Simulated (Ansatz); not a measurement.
Consider the hydrogenolysis of the Si–Cl bond: `Cl[SiH2]S[SiH](Cl)Cl` + H₂ → `Cl[SiH2]S[SiH2]Cl` + HCl.

Calculated with Ansatz (gas phase, PBE0-D4/def2-TZVP geometries, no zero-point term in ΔE). CBS: MP2 limit from def2 TZ/QZ plus the TZ coupled-cluster correction, frozen cores. This one scheme is used for every species. Functionals use def2-TZVPP. One conformer a species, not always the lowest.

`Cl[SiH2]S[SiH](Cl)Cl`:

Cartesian coordinates in Å:
```
Cl -2.208 0.764 -1.378
Si -1.526 -0.688 -0.111
S 0.482 -1.274 -0.539
Si 1.627 0.386 0.110
Cl 1.395 2.007 -1.100
Cl 1.155 0.948 2.013
H -1.648 -0.181 1.269
H -2.312 -1.919 -0.334
H 3.035 -0.043 0.070
```

H₂:

```xyz
2

H     0.149   -0.187   -0.286
H    -0.149    0.187    0.286
```

`Cl[SiH2]S[SiH2]Cl`:

Z-matrix (Å, degrees):
```
Si
S 1 2.129
Cl 1 2.051 2 112.0
H 1 1.476 2 111.5 3 120.1
H 1 1.478 2 105.3 3 -118.3
Si 2 2.129 1 100.8 3 -53.1
Cl 6 2.051 2 112.0 1 -53.2
H 6 1.476 2 111.5 1 66.9
H 6 1.478 2 105.3 1 -171.5
```

HCl:

Z-matrix (Å, degrees):
```
Cl
H 1 1.279
```

| species | r2SCAN energy (Eh) |
| --- | --- |
| `Cl[SiH2]S[SiH](Cl)Cl` | -2359.70693 |
| H₂ | -1.17128 |
| `Cl[SiH2]S[SiH2]Cl` | -1900.06228 |
| HCl | -460.78587 |

Work out ΔE.

ΔE = (-1900.06228) + (-460.78587) − (-2359.70693) − (-1.17128) = 0.03006 Eh = +78.9 kJ/mol. CCSD(T)/CBS gives +75.5 kJ/mol.

Largest T1 diagnostic among the species: 0.010.

In def2-TZVPP, CCSD(T) changes the Hartree–Fock value by +14.2 kJ/mol (the triples alone add +4.8 kJ/mol) and MP2 by +25.8 kJ/mol. The D4 term adds +11.9 kJ/mol with B3LYP and +6.6 kJ/mol with PBE0; it sums over pairs of atoms, weighted by their polarisabilities, and B3LYP, whose exchange is more repulsive, gets the larger term.

B3LYP here is the variant with VWN-RPA as its local correlation; programs differ in this.
